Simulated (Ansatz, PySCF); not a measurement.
Process, species as SMILES: S[Si](S)(Cl)Cl [dichloro-bis(sulfanyl)silane] → [S][Si](S)(Cl)Cl + H atom (the H-S bond at the site shown breaks; other sites are not compared here)
Each molecule is optimised on its own at B3LYP-D3(BJ)/def2-TZVP (Ansatz, a first-principles code), one conformer each, not searched for the lowest. Frequencies are from Ansatz or PySCF.

Wanted: bond dissociation energy (enthalpy at 298 K, with B3LYP-D3(BJ) rigid-rotor harmonic-oscillator terms), in eV. Correlated levels leave the core frozen unless marked. UHF or UKS for open shells. No spin-orbit coupling. Non-relativistic. CBS marks a two-point X^-3 extrapolation of the correlation energy; Hartree-Fock from the larger set.

| level | program | bond dissociation energy (eV) |
|---|---|---|
| PBE-D3(BJ)/def2-TZVPD | Ansatz + dftd3 | 3.63 |
| r2SCAN0-D4/def2-TZVPD | Ansatz + dftd4 | … |
| B2PLYP-D3(BJ)/def2-TZVPD | Ansatz + dftd3 | 3.76 |
| CCSD(T)/CBS(cc-pV(T+d)Z,cc-pV(Q+d)Z) | Ansatz | … |

Task: Fill in the missing entries.

Result: 
- r2SCAN0-D4/def2-TZVPD, bond dissociation energy (eV): 3.72
- CCSD(T)/CBS(cc-pV(T+d)Z,cc-pV(Q+d)Z), bond dissociation energy (eV): 3.92
